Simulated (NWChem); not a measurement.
System: 1,1-difluoroethane (C2H4F2); SMILES CC(F)F

The following NWChem deck was run.

```
start job
memory heap 200 mb stack 900 mb global 1100 mb
geometry units angstroms
  C     -1.414214    -0.307828     0.318809
  C      0.071397    -0.025863     0.363300
  F      0.756162    -0.921014    -0.392183
  F      0.347732     1.194605    -0.160795
  H     -1.758514    -0.264266    -0.711852
  H     -1.606111    -1.298747     0.719662
  H     -1.940972     0.435796     0.909372
  H      0.499895    -0.054212     1.377599
end
basis spherical
  * library def2-svp
end
dft
  xc pbe0
  iterations 150
end
driver
  maxiter 120
end
task dft optimize
task dft freq
```

The level has its own optimisation; frequencies are unscaled. Brackets give each atom's bonded neighbours.

Give the results of this calculation. (PBE0/def2-SVP.) Quantities: r C–C (Å); r C–H [C(CHHH)–H(C)] (Å); r C–F (Å); r C–H [C(CFFH)–H(C)] (Å); highest harmonic frequency (cm⁻¹); lowest (cm⁻¹); zero-point energy (kcal/mol); dipole (D).


```json
{
  "r C–C (Å)": "1.500",
  "r C–H [C(CHHH)–H(C)] (Å)": "1.099",
  "r C–F (Å)": "1.354",
  "r C–H [C(CFFH)–H(C)] (Å)": "1.105",
  "highest harmonic frequency (cm⁻¹)": "3192",
  "lowest (cm⁻¹)": "247",
  "zero-point energy (kcal/mol)": "38.2",
  "dipole (D)": "2.07"
}
```
